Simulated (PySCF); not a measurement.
# Dy(III) with more and more OH

Computed with PySCF 2.14.0, PBE0, def2-SVP on the ligands, density fitting, scalar-relativistic core potentials, no spin-orbit coupling, vacuum. The metal has lcecp-1-SVP with ECP55. Each complex is relaxed within the symmetry of its template. Distances are means of the shortest metal–ligand contacts, charges and spins Mulliken's; removal energies are rigid, with the ligand's formal charge and no counterpoise, so too large; for an anion taken off a cation in vacuum most of it is the attraction of opposite charges, and multiply charged cations can part far more cheaply with an electron moved from ligand to metal. lcecp potentials hold a fixed number of 4f electrons in the core, out of states, spins and gaps.

Problem. Order these by the metal–ligand distance, lowest first.
A. [Dy(OH)2]+
B. [Dy(OH)4]−
C. Dy(OH)3

Solution. A (1.954), C (2.047), B (2.110).

Problem. What else do they give?

Solution. 
| complex | point group | M–OH (Å) | charge on M (e) | dipole (D) | removal of one OH (eV) | strongest infrared band, degenerate modes summed (cm⁻¹) | unstable modes (below −25 cm⁻¹) |
| --- | --- | --- | --- | --- | --- | --- | --- |
| [Dy(OH)2]+ | C2v | 1.954 | 1.39 | – | 17.76 | 3934 | 0 |
| Dy(OH)3 | D3h | 2.047 | 1.07 | 0.01 | 11.26 | 375 | 0 |
| [Dy(OH)4]− | S4, nearly Td | 2.110 | 0.79 | – | 5.65 | 223 | 0 |

The more ligands, the longer each bond and the weaker the last ligand is held.

One start shape was tried for each, so a minimum needn't be the lowest isomer.
